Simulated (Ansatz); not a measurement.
Relaxation of CH$_{4}$BFN$_{2}$S (10 atoms, charge 0, multiplicity 1), to a largest force component of 0.015 eV/Å in at most 40 steps.

Level of theory: RKS B3LYP-D4/def2-mTZVP (Ansatz 0.2.0).

```xyz
10
Properties=species:S:1:pos:R:3
N 0.029 -2.194 -0.170
B 0.172 -0.667 0.069
N 0.003 0.589 1.007
C 0.085 0.822 -0.388
F -1.224 1.194 -0.888
S 1.500 1.670 -0.989
H -0.362 -2.229 -1.153
H 0.958 -2.558 -0.165
H -0.941 0.581 1.425
H 1.030 2.914 -0.546
```

Where does it end, and by what steps?

It converged. After 20 steps the energy has fallen by 1.922 eV; H8 moved furthest, 0.93 Å.

```json
{"step": "0", "energy less start (eV)": "0.0000", "largest force component (eV/Å)": "4.080", "accepted": "yes"}
{"step": "1", "energy less start (eV)": "-0.8557", "largest force component (eV/Å)": "2.483", "accepted": "yes"}
{"step": "2", "energy less start (eV)": "-1.2584", "largest force component (eV/Å)": "2.155", "accepted": "yes"}
{"step": "3", "energy less start (eV)": "-1.5869", "largest force component (eV/Å)": "1.022", "accepted": "yes"}
{"step": "4", "energy less start (eV)": "-1.7603", "largest force component (eV/Å)": "0.637", "accepted": "yes"}
{"step": "5", "energy less start (eV)": "-1.8539", "largest force component (eV/Å)": "0.490", "accepted": "yes"}
{"step": "6", "energy less start (eV)": "-1.8249", "largest force component (eV/Å)": "0.976", "accepted": "no"}
{"step": "7", "energy less start (eV)": "-1.8909", "largest force component (eV/Å)": "0.299", "accepted": "yes"}
{"step": "8", "energy less start (eV)": "-1.8975", "largest force component (eV/Å)": "0.255", "accepted": "yes"}
{"step": "9", "energy less start (eV)": "-1.9036", "largest force component (eV/Å)": "0.093", "accepted": "yes"}
{"step": "10", "energy less start (eV)": "-1.9058", "largest force component (eV/Å)": "0.082", "accepted": "yes"}
{"step": "11", "energy less start (eV)": "-1.9080", "largest force component (eV/Å)": "0.239", "accepted": "yes"}
{"step": "12", "energy less start (eV)": "-1.9059", "largest force component (eV/Å)": "0.520", "accepted": "no"}
{"step": "13", "energy less start (eV)": "-1.9140", "largest force component (eV/Å)": "0.179", "accepted": "yes"}
{"step": "14", "energy less start (eV)": "-1.9170", "largest force component (eV/Å)": "0.362", "accepted": "yes"}
{"step": "15", "energy less start (eV)": "-1.9186", "largest force component (eV/Å)": "0.240", "accepted": "yes"}
{"step": "16", "energy less start (eV)": "-1.9213", "largest force component (eV/Å)": "0.080", "accepted": "yes"}
{"step": "17", "energy less start (eV)": "-1.9220", "largest force component (eV/Å)": "0.038", "accepted": "yes"}
{"step": "18", "energy less start (eV)": "-1.9220", "largest force component (eV/Å)": "0.043", "accepted": "no"}
{"step": "19", "energy less start (eV)": "-1.9224", "largest force component (eV/Å)": "0.020", "accepted": "yes"}
{"step": "20", "energy less start (eV)": "-1.9225", "largest force component (eV/Å)": "0.005", "accepted": "yes"}
```

```xyz
10
Properties=species:S:1:pos:R:3
N 0.203 -2.033 -0.369
B -0.004 -0.688 -0.113
N -0.255 0.296 0.827
C -0.098 0.805 -0.495
F -1.261 1.382 -1.022
S 1.341 1.808 -0.962
H 0.320 -2.396 -1.302
H 0.206 -2.744 0.347
H -0.085 0.719 1.728
H 0.882 2.973 -0.439
```

Whether the end is a true minimum wasn't checked by a vibrational analysis.

Run time: 77 s on 2 threads of Intel(R) Xeon(R) CPU @ 2.60GHz (Ice Lake), with other jobs on the host, peak memory 0.33 GiB.
